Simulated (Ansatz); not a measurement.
Cost and result up the ladder for `c1ccc(-c2ccc(-c3ccc(-c4ccc(-c5ccc(-c6ccc(-c7ccccc7)cc6)cc5)cc4)cc3)cc2)cc1` (72 atoms). Charge 0, multiplicity 1. Geometry: PBE-D4/def2-SVP.

Cartesian coordinates in Å:
```
C -5.843 -5.895 11.823
C -6.618 -5.078 10.983
C -6.051 -4.506 9.836
C -4.696 -4.738 9.501
C -4.096 -4.133 8.287
C -2.748 -3.707 8.269
C -2.183 -3.135 7.126
C -2.938 -2.964 5.942
C -2.339 -2.359 4.731
C -1.363 -1.340 4.823
C -0.800 -0.768 3.680
C -1.179 -1.189 2.384
C -0.580 -0.584 1.172
C 0.743 -0.085 1.176
C 1.308 0.488 0.034
C 0.580 0.586 -1.175
C 1.179 1.190 -2.386
C 0.874 0.700 -3.677
C 1.442 1.269 -4.820
C 2.337 2.359 -4.730
C 2.937 2.963 -5.941
C 3.274 2.173 -7.065
C 3.842 2.744 -8.208
C 4.096 4.132 -8.286
C 4.697 4.737 -9.500
C 5.568 5.848 -9.405
C 6.135 6.420 -10.551
C 5.845 5.895 -11.821
C 4.983 4.792 -11.933
C 4.415 4.221 -10.787
C 3.757 4.921 -7.164
C 3.193 4.351 -6.019
C 2.640 2.851 -3.439
C 2.077 2.278 -2.295
C -0.742 0.084 -1.181
C -1.308 -0.483 -0.036
C -2.153 -2.210 2.292
C -2.720 -2.779 3.435
C -4.285 -3.391 5.960
C -4.851 -3.960 7.104
C -3.930 -5.563 10.357
C -4.496 -6.135 11.504
H -6.288 -6.344 12.724
H -7.672 -4.874 11.228
H -6.660 -3.844 9.201
H -2.135 -3.810 9.178
H -1.126 -2.829 7.144
H -1.069 -0.961 5.814
H -0.074 0.051 3.793
H 1.356 -0.181 2.085
H 2.352 0.834 0.065
H 0.191 -0.157 -3.783
H 1.171 0.872 -5.811
H 3.124 1.084 -7.024
H 4.129 2.092 -9.047
H 5.826 6.251 -8.413
H 6.817 7.278 -10.450
H 6.291 6.344 -12.722
H 4.740 4.377 -12.924
H 3.718 3.375 -10.890
H 3.904 6.011 -7.204
H 2.907 5.002 -5.179
H 3.346 3.687 -3.331
H 2.323 2.695 -1.307
H -1.351 0.178 -2.093
H -2.354 -0.824 -0.069
H -2.446 -2.592 1.303
H -3.449 -3.596 3.324
H -4.908 -3.257 5.062
H -5.899 -4.296 7.076
H -2.881 -5.782 10.103
H -3.882 -6.783 12.149
```

Ansatz on 2 threads of AMD EPYC 7R13 on a shared host and a share (18 GiB) of an NVIDIA H100 80GB HBM3. Times are rough, and most runs start from the orbitals of an earlier one. PBE0-D4/def2-SVP serves as the yardstick here, not as an exact answer. Differences are given only for rows in sets of like size (and for xTB, whose basis is part of the method), since another set adds its own error. Binding counts from free atoms at the same level (C triplet, H doublet; other spins of the atoms weren't run), without zero-point energy or a counterpoise term.

B3LYP takes the VWN-RPA correlation. Single mean-field runs in def2-SVP, def2-mTZVP are fitted with def2-universal-jkfit.

```csv
level,functions,wall time,binding energy per atom (eV),difference from PBE0-D4/def2-SVP (eV)
HF/STO-3G,240,7 s,4.56,–
HF/def2-SVP,738,9.5 s,4.05,-1.49
r2SCAN-D4/def2-SVP,738,11 s,5.47,-0.07
PBE-D4/def2-SVP (with forces),738,12 s,5.66,0.11
PBE0-D4/def2-SVP (with forces),738,13 s,5.54,0.00
B3LYP-D4/def2-SVP,738,13 s,5.44,-0.11
r2SCAN-D4/def2-mTZVP,888,14 s,5.35,–
```
